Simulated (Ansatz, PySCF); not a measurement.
C2H5AlClF, SMILES [F][Al]([CH2]C)[Cl]. Atoms are numbered in the order given.

```xyz
10

Al     0.1816    -0.1521     0.0000
F      1.8418    -0.0269     0.0000
Cl    -0.5957    -2.1047     0.0000
C     -0.9452     1.4311     0.0000
C     -0.2112     2.7810     0.0000
H     -1.6181     1.3484     0.8739
H     -1.6181     1.3484    -0.8739
H      0.4356     2.8941    -0.8847
H      0.4356     2.8941     0.8847
H     -0.9177     3.6276     0.0000
```

Coordinates come from a B3LYP-D3(BJ)/def2-SVP optimisation. The structure was generated by enumeration; whether it is a known compound was not checked. Other conformers were not sampled.

Two levels are set side by side: PBE-D3(BJ)/def2-SVP (Ansatz, a program for electronic structure) and B3LYP-D3(BJ)/def2-SVP (Ansatz). Each level has its own optimised geometry; the coordinates shown are those of the second. Frequencies come from the Hessian of PySCF at each geometry. Differences are taken from unrounded values.

| quantity | B3LYP-D3(BJ) | PBE-D3(BJ) | PBE-D3(BJ) minus B3LYP-D3(BJ) |
|---|---|---|---|
| mean bond length (Å) | 1.418 | 1.426 | 0.007 |
| bond Al1–F2 (Å) | 1.665 | 1.678 | 0.013 |
| bond Al1–Cl3 (Å) | 2.102 | 2.110 | 0.009 |
| bond Al1–C4 (Å) | 1.943 | 1.952 | 0.009 |
| bond C4–C5 (Å) | 1.536 | 1.536 | 0.000 |
| bond C4–H6 (Å) | 1.106 | 1.114 | 0.008 |
| bond C4–H7 (Å) | 1.106 | 1.114 | 0.008 |
| bond C5–H8 (Å) | 1.102 | 1.109 | 0.007 |
| bond C5–H9 (Å) | 1.102 | 1.109 | 0.007 |
| bond C5–H10 (Å) | 1.103 | 1.110 | 0.008 |
| highest harmonic wavenumber (cm⁻¹) | 3109 | 3059 | -49 |
| mean harmonic wavenumber (cm⁻¹) | 1254 | 1223 | -31 |
| zero-point energy (kcal/mol) | 43.02 | 41.97 | -1.06 |

GGA bonds tend to be longer and softer than those of functionals with exact exchange. Differences between two approximate levels are no errors against the true value.
